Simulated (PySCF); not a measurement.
SMILES OB(O)CC[SeH] (C2H7BO2Se), singlet, GFN2-xTB optimised geometry.

```
13

O     -1.06    -1.90     0.00
B     -0.32    -0.78     0.00
O      1.04    -0.78     0.00
C     -1.09     0.62     0.00
C     -0.24     1.84    -0.33
Se     1.12     2.25     1.04
H     -0.60    -2.74     0.02
H      1.49    -1.62     0.01
H     -1.55     0.76     0.98
H     -1.91     0.58    -0.72
H      0.29     1.72    -1.27
H     -0.85     2.74    -0.37
H      1.91     1.08     0.82
```

Density from PySCF with CAM-B3LYP/def2-TZVP at that geometry.

Minimum of the electron density along straight lines between bonded atoms, close to the bond critical point (lines longer than 1.1 times the sum of covalent radii, or with two minima, are not listed):

| bond | length / Å | ρ at the minimum / e bohr⁻³ | ∇²ρ there / e bohr⁻⁵ | position (fraction from the first atom) |
|---|---|---|---|---|
| O1–B2 | 1.351 | 0.214 | 0.99 | 0.67 |
| B2–O3 | 1.358 | 0.210 | 0.95 | 0.33 |
| B2–C4 | 1.598 | 0.189 | -0.45 | 0.34 |
| C4–C5 | 1.520 | 0.249 | -0.62 | 0.49 |
| C5–Se6 | 1.969 | 0.146 | -0.16 | 0.48 |
| O1–H7 | 0.958 | 0.360 | -2.46 | 0.81 |
| O3–H8 | 0.958 | 0.360 | -2.46 | 0.81 |
| C4–H9 | 1.093 | 0.274 | -0.92 | 0.64 |
| C4–H10 | 1.092 | 0.274 | -0.92 | 0.64 |
| C5–H11 | 1.090 | 0.284 | -0.99 | 0.65 |
| C5–H12 | 1.093 | 0.281 | -0.97 | 0.65 |
| Se6–H13 | 1.433 | 0.191 | -0.36 | 0.63 |
